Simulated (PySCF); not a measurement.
Species: C9H6F2O.
Numbering: `[CH2:1]=[CH:2][c:3]1[cH:4][cH:5][c:6]([F:7])[cH:8][c:9]1[C:10](=[O:11])[F:12]`

Cartesian coordinates in Å at the GFN2-xTB level; atoms count from 1:
```xyz
18
C9H6F2O angstrom
C     -2.6432   -1.1092    0.1462
C     -1.7349   -0.4470   -0.5575
C     -0.3514   -0.2516   -0.1247
C      0.3123   -1.3002    0.5164
C      1.6353   -1.2040    0.8952
C      2.3270   -0.0345    0.6174
F      3.6206    0.0614    0.9683
C      1.7156    1.0281   -0.0103
C      0.3695    0.9308   -0.3730
C     -0.1912    2.1439   -0.9784
O      0.3934    3.0482   -1.4723
F     -1.5530    2.2158   -0.9030
H     -3.6466   -1.2412   -0.2187
H     -2.4315   -1.5128    1.1226
H     -2.0056   -0.0195   -1.5122
H     -0.2247   -2.2181    0.6982
H      2.1393   -2.0213    1.3862
H      2.2602    1.9373   -0.2124
```

NICS = −σ at a ghost point: NICS(0) at the centroid of the ring atoms, NICS(1) 1 Å to either side along the normal of their mean plane, zz for the tensor component along that normal. Level: GIAO PBE0/pcSseg-1 (PySCF, non-relativistic, gas phase) on the GFN2-xTB geometry, one conformer.

Ring bond lengths (Å), with Mayer bond orders in brackets: C3–C4 1.397 (1.41), C4–C5 1.379 (1.44), C5–C6 1.387 (1.40), C6–C8 1.377 (1.43), C8–C9 1.398 (1.37), C9–C3 1.407 (1.28).

**Question.** Give the NICS values of each ring in ppm.

**Answer.** 
```csv
ring,type,NICS(0),"NICS(1), two faces","NICS(1)zz, two faces",rms pucker (Å),"centre to ring atoms, mean (Å)"
C3–C4–C5–C6–C8–C9,6-membered carbocycle; formal bonds all aromatic,-9.7,-10.9 / -10.8,-25.6 / -25.1,0.01,1.39
```

**Question.** What do they say, and how far can they be read as aromaticity?

**Answer.** 
- C3–C4–C5–C6–C8–C9: mean NICS(1)zz -25.3 ppm, shielded, aromatic by this magnetic criterion (flat ring, no four-coordinate atom).

**Question.** And the bond-length index? HOMA = 1 − mean of α(R − Ropt)² over the ring bonds, with Krygowski's 1993 parameters (CC: Ropt 1.388 Å, α 257.7 Å⁻²).

**Answer.** 
- C3–C4–C5–C6–C8–C9: HOMA 0.97 = 1 − EN − GEO, with mean bond length 1.391 Å, EN = α(Ropt − mean)² = 0.002 and GEO = α × variance = 0.029. The geometric and the magnetic index point the same way.

**Question.** What is the mean of the two in-plane components of NICS at the second NICS(1) probe listed for ring C3–C4–C5–C6–C8–C9, 1 Å off the ring?

**Answer.** The isotropic value is a third of the trace: (3 × -10.8 − (-25.1))/2 = -3.7 ppm.

Cost: about 2.5 min of CPU time on one thread; the machine was shared, so the figure is rough. This is the whole shielding run at PBE0/pcSseg-1, SCF included.
